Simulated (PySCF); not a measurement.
methyl 2-iodoprop-2-enoate (C4H5IO2), SMILES O=C(OC)C(=C)I. Atoms are numbered in the order given.

```xyz
12

C      2.3347     0.0951     0.0000
C      1.0087     0.2638     0.0000
I     -0.3080    -1.4037     0.0000
C      0.4387     1.6527     0.0000
O      1.1301     2.6440     0.0000
O     -0.8962     1.6760     0.0000
C     -1.5035     2.9675     0.0000
H      2.9715     0.9846     0.0000
H      2.8000    -0.8915     0.0000
H     -1.2038     3.5364     0.8929
H     -1.2038     3.5364    -0.8929
H     -2.5859     2.7939     0.0000
```

Coordinates come from a B3LYP-D3(BJ)/def2-SVP optimisation. The def2 effective core potentials stand for the cores of I; spin–orbit coupling is left out. Other conformers were not sampled.

The numbers are results of TDA-LC-ωPBE/def2-SVPD (PySCF 2.14.0), not measurements.

Vertical excitations. The molecule is in vacuum. State labels are in the subgroup Cs.

```json
[
 {"state": "S1", "symmetry": "A\"", "energy (eV)": "4.90", "λ (nm)": "253", "f": "0.000", "main pairs": "HOMO→LUMO+1 83 %"},
 {"state": "S2", "symmetry": "A'", "energy (eV)": "5.17", "λ (nm)": "240", "f": "0.000", "main pairs": "HOMO−1→LUMO+1 82 %"},
 {"state": "S3", "symmetry": "A\"", "energy (eV)": "5.17", "λ (nm)": "240", "f": "0.000", "main pairs": "HOMO−2→LUMO 49 %, HOMO−1→LUMO 39 %"},
 {"state": "S4", "symmetry": "A'", "energy (eV)": "5.84", "λ (nm)": "212", "f": "0.122", "main pairs": "HOMO→LUMO 96 %"},
 {"state": "S5", "symmetry": "A\"", "energy (eV)": "6.08", "λ (nm)": "204", "f": "0.001", "main pairs": "HOMO−1→LUMO 57 %, HOMO−2→LUMO 37 %"},
 {"state": "S6", "symmetry": "A\"", "energy (eV)": "7.35", "λ (nm)": "169", "f": "0.005", "main pairs": "HOMO−5→LUMO 43 %, HOMO−4→LUMO+1 28 %, HOMO→LUMO+3 7 %"},
 {"state": "T1", "symmetry": "A'", "energy (eV)": "3.49", "λ (nm)": "355", "f": "0", "main pairs": "HOMO→LUMO 57 %, HOMO−4→LUMO 34 %"},
 {"state": "T2", "symmetry": "A\"", "energy (eV)": "4.19", "λ (nm)": "296", "f": "0", "main pairs": "HOMO→LUMO+1 80 %, HOMO→LUMO+4 14 %"}
]
```
Triplets are in the Tamm–Dancoff approximation.
